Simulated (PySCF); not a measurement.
These compounds are isomers of formula C6H3N.

A. SMILES C(C1(C#C)C=C1)#N
B. `InChI=1S/C6H3N/c1-2-3-4-5-6-7/h1H3`
C. SMILES C#C[C@@H]1C=C1C#N

Spectrum 1. ¹H NMR (300 MHz, computed): δ 7.15 (s, 2H), 1.48 (s, 1H). ¹³C{¹H} NMR (computed): δ 125.6 (C), 118.1 (CH), 87.9 (C), 73.8 (CH), 2.6 (C).

Spectrum 2. ¹H NMR (300 MHz, computed): δ 7.70 (s, 1H), 2.64 (d, J = 2.2 Hz, 1H), 1.28 (d, J = 2.2 Hz, 1H). ¹³C{¹H} NMR (computed): δ 133.3 (CH), 114.5 (C), 108.5 (C), 90.3 (C), 71.9 (CH), 14.9 (CH).

Spectrum 3. ¹H NMR (300 MHz, computed): δ 2.25 (s, 3H). ¹³C{¹H} NMR (computed): δ 112.6 (C), 85.4 (C), 72.1 (C), 72.0 (C), 55.0 (C), 5.3 (CH3).

[PySCF: σ from GIAO-PBE0/pcSseg-1; spin–spin couplings from B3LYP/pcJ-1 (spin–dipole term left out of most H,H and C,H couplings); structure optimised with GFN2-xTB; one computed conformer; gas phase; averaged over atoms made equivalent by symmetry, fast rotation or ring inversion; non-relativistic Hamiltonian]

Shifts are taken against calculated references (same method and geometry level): ¹H (σref 31.72) and ¹³C (σref 186.93) vs TMS. Multiplet labels drop J under 1 Hz and among equivalent protons, and merge close values. Unscaled 3J(H,H) run several per cent high. Shifts are as computed. Against solution values, carbons near 30 ppm lie about +3 ppm off and those near 130 ppm about +5 ppm. Of 1211 compounds with measured shifts, 218 miss one by over three times the rms of a fit or turn the order of signals round; such compounds aren't used in these exercises.

Q: Which spectrum belongs to which compound?

A: 1–A, 2–C, 3–B.

- Spectrum 1 (A): 5 ¹³C signals; δC 125.6 is a nitrile carbon; δC 118.1 is an alkene CH.
- Spectrum 2 (C): 6 ¹³C signals; δC 133.3 is an alkene CH; δC 114.5 is a nitrile carbon.
- Spectrum 3 (B): 6 ¹³C signals; δC 112.6 is a nitrile carbon; δC 85.4 is an alkyne carbon.
